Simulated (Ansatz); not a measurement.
`FC([SiH3])O[SiH3]` + `CN[SiH2]Cl` → `CN([SiH3])[SiH2]Cl` + `OC(F)[SiH3]`  (ligand exchange at the Si–O bond)

Calculated with Ansatz (gas phase, PBE0-D4/def2-TZVP geometries, no zero-point term in ΔE). CCSD(T)/CBS is the MP2 limit (def2-TZVPP, def2-QZVPP) plus CCSD(T) − MP2 in def2-TZVPP, frozen cores. Functionals use def2-TZVPP. Each species was taken in one conformer, which may not be the lowest.

| level | ΔE (kJ/mol) |
| --- | --- |
| PBE0-D4 | 27.4 |
| ωB97M-V | 30.9 |
| MP2/def2-TZVPP | 28.3 |
| HF/def2-QZVPP | 46.3 |

Problem. What does CCSD(T)/CBS give? (An estimate is asked.)

Solution. Computed: +29.9 kJ/mol. The listed levels differ from it by -2.5, 1.0, -1.6, 16.4 kJ/mol.

Largest T1 diagnostic among the species: 0.012.

In def2-TZVPP, CCSD(T) changes the Hartree–Fock value by −16.1 kJ/mol (the triples alone add −2.3 kJ/mol) and MP2 by −17.5 kJ/mol. The D4 term adds −6.6 kJ/mol with B3LYP and −3.6 kJ/mol with PBE0; it sums over pairs of atoms, weighted by their polarisabilities, and B3LYP, whose exchange is more repulsive, gets the larger term.

B3LYP here is the variant with VWN-RPA as its local correlation; programs differ in this.
